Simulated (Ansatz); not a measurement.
```xyz
8

N    -1.8371    0.3823    0.5340
C    -1.0686   -0.6308    0.4355
Al    0.7961   -0.4603   -0.1879
O     1.1386    1.1629   -0.5371
H    -1.3523    1.2390    0.2526
H    -1.5301   -1.5855    0.7235
H     1.8779   -1.6030   -0.3663
H     1.9755    1.4955   -0.8542
```

Total charge 0; spin multiplicity 1.

Question: List the CAM-B3LYP/def2-TZVPP orbital energies in eV (Ansatz). (An estimate is asked.)

Answer: Computed: Occupied: -1526.50, -522.32, -391.39, -279.48, -114.57, -75.31, -75.13, -75.09, -28.98, -26.56, -18.26, -16.16, -14.02, -12.93, -12.31, -11.24, -10.69, -10.65, -8.13. Lowest empty: -0.66, 0.86, 1.55, 1.60, 2.89, 3.33, 3.71, 4.22.
